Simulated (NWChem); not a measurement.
System: C₃H₉NSi; SMILES C=CN(C)[SiH3]

NWChem input:

```
start job
memory heap 200 mb stack 900 mb global 1100 mb
geometry units angstroms noautoz
  C     -0.786022     2.028468     0.047596
  C      0.329627     1.310259    -0.150188
  N      0.469362    -0.079957    -0.088938
  C      1.830842    -0.580275     0.106874
  Si    -0.920729    -1.143599    -0.008608
  H     -1.733380     1.589804     0.349136
  H     -0.771149     3.101481    -0.105032
  H      1.254079     1.824048    -0.417576
  H      1.871877    -1.652265    -0.103240
  H      2.521485    -0.076197    -0.581955
  H      2.195362    -0.417945     1.131678
  H     -1.634820    -1.119074     1.301476
  H     -1.899167    -0.762811    -1.059246
  H     -0.405695    -2.518669    -0.233580
end
basis spherical
  C library def2-svp
  N library def2-svp
  Si library def2-svp
  H library def2-svp
end
dft
  xc xcamb88 1.00 lyp 0.81 vwn_5 0.19 hfexch 1.00
  cam 0.33 cam_alpha 0.19 cam_beta 0.46
  iterations 150
  mulliken
end
task dft gradient
```

NWChem printed, in part:

```
             Northwest Computational Chemistry Package (NWChem) 7.3.0
             --------------------------------------------------------

 C1  symmetry detected

                             Geometry "geometry" -> ""
                             -------------------------

 Output coordinates in angstroms (scale by  1.889725989 to convert to a.u.)

  No.       Tag          Charge          X              Y              Z
 ---- ---------------- ---------- -------------- -------------- --------------
    1 C                    6.0000    -0.75372297     2.04044117     0.09934080
    2 C                    6.0000     0.34889780     1.30828762    -0.11927754
    3 N                    7.0000     0.46664921    -0.08487591    -0.08452204
    4 C                    6.0000     1.82116565    -0.61039556     0.09268558
    5 Si                  14.0000    -0.93981414    -1.12749242    -0.01415268
    6 H                    1.0000    -1.70600613     1.61146393     0.39929908
    7 H                    1.0000    -0.72259584     3.11571527    -0.03366341
    8 H                    1.0000     1.27971235     1.81210255    -0.38355349
    9 H                    1.0000     1.84356175    -1.67884156    -0.13734899
   10 H                    1.0000     2.51527034    -0.10477433    -0.59151732
   11 H                    1.0000     2.19500214    -0.47285602     1.11776034
   12 H                    1.0000    -1.64476085    -1.11576515     1.30105078
   13 H                    1.0000    -1.91890827    -0.71179799    -1.05085584
   14 H                    1.0000    -0.44846481    -2.50622083    -0.26787247

 Effective nuclear repulsion energy (a.u.)     228.7443881646

                                 NWChem DFT Module
                                 -----------------

 Summary of "ao basis" -> "ao basis" (spherical)
 ------------------------------------------------------------------------------
       Tag                 Description            Shells   Functions and Types
 ---------------- ------------------------------  ------  ---------------------
 C                          def2-svp                 6       14   3s2p1d
 N                          def2-svp                 6       14   3s2p1d
 Si                         def2-svp                 8       18   4s3p1d
 H                          def2-svp                 3        5   2s1p

            General Information
            -------------------
          SCF calculation type: DFT
          Wavefunction type:  closed shell.
          No. of atoms     :    14
          No. of electrons :    48
           Alpha electrons :    24
            Beta electrons :    24
          Charge           :     0
          Spin multiplicity:     1
          Use of symmetry is: off; symmetry adaption is: off
          Maximum number of iterations: 150
          AO basis - number of functions:   119
                     number of shells:    59
          Convergence on energy requested:  1.00D-06
          Convergence on density requested:  1.00D-05
          Convergence on gradient requested:  5.00D-04

              XC Information
              --------------
                     Hartree-Fock (Exact) Exchange  1.000
                   CAM-Becke88 Exchange Functional  1.000
                      VWN V Correlation Functional  0.190 local
              Lee-Yang-Parr Correlation Functional  0.810

           Range-Separation Parameters
           ---------------------------
           Alpha           :  0.19
           Beta            :  0.46
           Gamma           :  0.33
           Short-Range HF  :     F

             Grid Information
             ----------------
          Grid used for XC integration:  medium
          Radial quadrature: Mura-Knowles
          Angular quadrature: Lebedev.
          Tag              B.-S. Rad. Rad. Pts. Rad. Cut. Ang. Pts.
          ---              ---------- --------- --------- ---------
          C                   0.70       49          12.0       434
          N                   0.65       49          10.0       434
          Si                  1.10       88          11.0       590
          H                   0.35       45          13.0       434
          Grid pruning is: on
          Number of quadrature shells:   689
          Spatial weights used:  Erf1

      Superposition of Atomic Density Guess
      -------------------------------------

 Sum of atomic energies:        -460.35066859

      Non-variational initial energy
      ------------------------------

 Total energy =    -463.406996
 1-e energy   =   -1083.966342
 2-e energy   =     391.814958
 HOMO         =      -0.243076
 LUMO         =       0.033989

     ---------------------------------------------
      Total Density - Mulliken Population Analysis
     ---------------------------------------------

    Atom       Charge   Shell Charges
 -----------   ------   -------------------------------------------------------
    1 C    6     6.41   1.99  0.96  0.27  2.10  1.07  0.02
    2 C    6     5.82   1.99  0.95  0.21  1.82  0.79  0.06
    3 N    7     7.65   1.99  1.02  0.49  2.45  1.68  0.02
    4 C    6     6.00   1.99  0.94  0.18  1.93  0.92  0.04
    5 Si  14    13.41   2.00  1.99  0.97  0.25  5.94  1.08  1.01  0.17
    6 H    1     0.89   0.67  0.20  0.03
    7 H    1     0.89   0.67  0.20  0.03
    8 H    1     0.93   0.68  0.22  0.02
    9 H    1     0.92   0.68  0.21  0.02
   10 H    1     0.91   0.68  0.21  0.02
   11 H    1     0.92   0.69  0.21  0.02
   12 H    1     1.09   0.71  0.37  0.01
   13 H    1     1.08   0.70  0.37  0.01
   14 H    1     1.07   0.70  0.36  0.01

   convergence    iter        energy       DeltaE   RMS-Dens  Diis-err
 ---------------- ----- ----------------- --------- --------- ---------
 d= 0,ls=0.0,diis     1   -463.5916375704 -6.92D+02  5.60D-03  3.95D-01
 d= 0,ls=0.0,diis     2   -463.6344648512 -4.28D-02  2.29D-03  7.44D-02
 d= 0,ls=0.0,diis     3   -463.6395820717 -5.12D-03  1.04D-03  3.42D-02
 d= 0,ls=0.0,diis     4   -463.6438486494 -4.27D-03  2.00D-04  1.12D-03
 d= 0,ls=0.0,diis     5   -463.6439650763 -1.16D-04  7.02D-05  1.09D-04
  Resetting Diis
 d= 0,ls=0.0,diis     6   -463.6439771011 -1.20D-05  2.32D-05  8.27D-06
 d= 0,ls=0.0,diis     7   -463.6439781806 -1.08D-06  8.29D-06  5.17D-07
 d= 0,ls=0.0,diis     8   -463.6439782172 -3.66D-08  3.41D-06  4.33D-07

         Total DFT energy =     -463.643978217220
      One electron energy =    -1088.511802270084
           Coulomb energy =      443.448154197717
    Exchange-Corr. energy =      -47.324718309497
 Nuclear repulsion energy =      228.744388164644

 Numeric. integr. density =       47.999998737936

                       DFT Final Molecular Orbital Analysis
                       ------------------------------------

 Vector   22  Occ=2.000000D+00  E=-4.055547D-01
              MO Center= -7.2D-01, -1.1D+00, -1.8D-01, r^2= 3.9D+00
   Bfn.  Coefficient  Atom+Function         Bfn.  Coefficient  Atom+Function
  ----- ------------  ---------------      ----- ------------  ---------------
   115      0.298149  14 H  s               110     -0.241105  13 H  s
    64      0.231145   5 Si px              116      0.178295  14 H  s
    65     -0.155372   5 Si py               67      0.154600   5 Si px
   105     -0.149241  12 H  s                61     -0.129790   5 Si px
   111     -0.123412  13 H  s                32      0.119763   3 N  px

 Vector   23  Occ=2.000000D+00  E=-3.695195D-01
              MO Center= -2.0D-01,  3.2D-01,  7.8D-02, r^2= 3.9D+00
   Bfn.  Coefficient  Atom+Function         Bfn.  Coefficient  Atom+Function
  ----- ------------  ---------------      ----- ------------  ---------------
    20      0.303071   2 C  pz               34     -0.257137   3 N  pz
     6      0.213085   1 C  pz              105     -0.208735  12 H  s
    23      0.194848   2 C  pz               37      0.191996   3 N  pz
   110      0.173383  13 H  s                66     -0.146159   5 Si pz
   106     -0.145210  12 H  s                 9      0.127887   1 C  pz

 Vector   24  Occ=2.000000D+00  E=-2.634060D-01
              MO Center= -3.2D-02,  8.5D-01,  2.7D-02, r^2= 3.1D+00
   Bfn.  Coefficient  Atom+Function         Bfn.  Coefficient  Atom+Function
  ----- ------------  ---------------      ----- ------------  ---------------
    34      0.405045   3 N  pz               37     -0.357706   3 N  pz
     6      0.351780   1 C  pz                9      0.283141   1 C  pz
    20      0.196014   2 C  pz              106      0.138349  12 H  s
    23      0.133771   2 C  pz              100      0.126032  11 H  s
   101      0.125218  11 H  s               111     -0.111391  13 H  s

 Vector   25  Occ=0.000000D+00  E= 7.407153D-02
              MO Center= -1.4D-01,  8.9D-01, -1.0D-02, r^2= 4.5D+00
   Bfn.  Coefficient  Atom+Function         Bfn.  Coefficient  Atom+Function
  ----- ------------  ---------------      ----- ------------  ---------------
    23     -0.562720   2 C  pz                9      0.540026   1 C  pz
   106     -0.470133  12 H  s                69      0.449555   5 Si pz
    20     -0.379037   2 C  pz              101     -0.331703  11 H  s
     6      0.325460   1 C  pz               91     -0.322013   9 H  s
    68     -0.303608   5 Si py               45      0.286460   4 C  s

 Vector   26  Occ=0.000000D+00  E= 8.277288D-02
              MO Center= -6.2D-01, -9.4D-01,  5.0D-02, r^2= 5.4D+00
   Bfn.  Coefficient  Atom+Function         Bfn.  Coefficient  Atom+Function
  ----- ------------  ---------------      ----- ------------  ---------------
    68     -0.807500   5 Si py               67     -0.789436   5 Si px
    31      0.773762   3 N  s                45      0.718949   4 C  s
   116     -0.524823  14 H  s                91     -0.493351   9 H  s
   111     -0.455774  13 H  s                96     -0.293295  10 H  s
    69     -0.275914   5 Si pz              101     -0.260578  11 H  s

 Vector   27  Occ=0.000000D+00  E= 1.033379D-01
              MO Center= -2.8D-01, -5.8D-01,  1.5D-01, r^2= 6.7D+00
   Bfn.  Coefficient  Atom+Function         Bfn.  Coefficient  Atom+Function
  ----- ------------  ---------------      ----- ------------  ---------------
    45      1.223479   4 C  s               116      1.026459  14 H  s
    67     -0.870404   5 Si px               68      0.861567   5 Si py
   111     -0.767676  13 H  s                96     -0.703854  10 H  s
   101     -0.595997  11 H  s                 3     -0.517837   1 C  s
    76      0.474136   6 H  s                17     -0.401108   2 C  s

     ---------------------------------------------
      Total Density - Mulliken Population Analysis
     ---------------------------------------------

    Atom       Charge   Shell Charges
 -----------   ------   -------------------------------------------------------
    1 C    6     6.11   1.99  0.87  0.23  2.10  0.90  0.03
    2 C    6     5.89   1.99  0.91  0.17  2.06  0.72  0.05
    3 N    7     7.45   1.99  0.98  0.48  2.50  1.48  0.02
    4 C    6     5.87   1.98  0.90  0.09  2.10  0.75  0.04
    5 Si  14    13.48   2.00  1.98  1.02  0.15  5.93  1.29  0.87  0.24
    6 H    1     0.98   0.74  0.21  0.02
    7 H    1     0.98   0.74  0.22  0.02
    8 H    1     1.00   0.75  0.23  0.02
    9 H    1     0.98   0.74  0.21  0.02
   10 H    1     0.98   0.74  0.21  0.02
   11 H    1     0.98   0.74  0.21  0.02
   12 H    1     1.11   0.74  0.36  0.01
   13 H    1     1.10   0.74  0.35  0.01
   14 H    1     1.10   0.74  0.36  0.01

     -------------------------------------------
      Total Density - Lowdin Population Analysis
     -------------------------------------------

    Atom       Charge   Shell Charges
 -----------   ------   -------------------------------------------------------
    1 C    6     6.15   1.97  0.59  0.32  1.91  1.30  0.07
    2 C    6     5.98   1.96  0.60  0.29  1.86  1.13  0.13
    3 N    7     7.21   1.97  0.73  0.41  2.34  1.71  0.04
    4 C    6     5.98   1.96  0.57  0.30  1.87  1.17  0.10
    5 Si  14    13.51   2.00  1.93  0.64  0.33  5.82  1.30  1.12  0.37
    6 H    1     0.98   0.63  0.28  0.07
    7 H    1     0.97   0.63  0.28  0.07
    8 H    1     0.98   0.64  0.27  0.07
    9 H    1     0.98   0.64  0.27  0.06
   10 H    1     0.98   0.64  0.27  0.06
   11 H    1     0.98   0.65  0.27  0.06
   12 H    1     1.11   0.65  0.44  0.02
   13 H    1     1.10   0.65  0.43  0.02
   14 H    1     1.10   0.65  0.43  0.02

     Multipole analysis of the density
     ---------------------------------

     L   x y z        total         alpha         beta         nuclear
     -   - - -        -----         -----         ----         -------
     0   0 0 0     -0.000000    -24.000000    -24.000000     48.000000

     1   1 0 0      0.483325      0.241662      0.241662     -0.000000
     1   0 1 0     -0.230868     -0.115434     -0.115434     -0.000000
     1   0 0 1     -0.005109     -0.002554     -0.002554      0.000000

     2   2 0 0    -28.420628   -128.718001   -128.718001    229.015374
     2   1 1 0      0.149543      2.492553      2.492553     -4.835563
     2   1 0 1     -0.276472      0.244966      0.244966     -0.766405
     2   0 2 0    -30.035348   -161.444516   -161.444516    292.853685
     2   0 1 1     -0.268311      0.242060      0.242060     -0.752431
     2   0 0 2    -31.968584    -24.989710    -24.989710     18.010837

            General Information
            -------------------
          SCF calculation type: DFT
          Wavefunction type:  closed shell.
          No. of atoms     :    14
          No. of electrons :    48
           Alpha electrons :    24
            Beta electrons :    24
          Charge           :     0
          Spin multiplicity:     1
          Use of symmetry is: off; symmetry adaption is: off
          Maximum number of iterations: 150
          This is a Direct SCF calculation.
          AO basis - number of functions:   119
                     number of shells:    59
          Convergence on energy requested:  1.00D-06
          Convergence on density requested:  1.00D-05
          Convergence on gradient requested:  5.00D-04

              XC Information
              --------------
                     Hartree-Fock (Exact) Exchange  1.000
                   CAM-Becke88 Exchange Functional  1.000
                      VWN V Correlation Functional  0.190 local
              Lee-Yang-Parr Correlation Functional  0.810

           Range-Separation Parameters
           ---------------------------
           Alpha           :  0.19
           Beta            :  0.46
           Gamma           :  0.33
           Short-Range HF  :     F

[...]

                         DFT ENERGY GRADIENTS

    atom               coordinates                        gradient
                 x          y          z           x          y          z
   1 C      -1.424330   3.855875   0.187727   -0.005929   0.004403   0.001405
   2 C       0.659321   2.472305  -0.225402    0.005795   0.006243  -0.001214
   3 N       0.881839  -0.160392  -0.159723   -0.004050  -0.003731  -0.002057
   4 C       3.441504  -1.153480   0.175150    0.008759  -0.004115   0.001461
   5 Si     -1.775991  -2.130652  -0.026745    0.000298  -0.000370   0.000151
   6 H      -3.223884   3.045225   0.754566    0.003466   0.002646  -0.000936
   7 H      -1.365508   5.887848  -0.063615   -0.000818  -0.004410   0.000347
   8 H       2.418306   3.424377  -0.724811   -0.003345  -0.002386   0.000867
   9 H       3.483827  -3.172551  -0.259552   -0.000381   0.003357   0.000648
  10 H       4.753172  -0.197995  -1.117806   -0.002125  -0.001084   0.001777
  11 H       4.147953  -0.893568   2.112261   -0.001170  -0.000254  -0.002707
  12 H      -3.108147  -2.108490   2.458629   -0.000382  -0.000495  -0.000500
  13 H      -3.626211  -1.345103  -1.985830    0.000175  -0.000242   0.000530
  14 H      -0.847476  -4.736071  -0.506206   -0.000292   0.000441   0.000228
```

Level: CAM-B3LYP/def2-SVP. Structure relaxed at the B3LYP/6-31G* (spherical d) level.
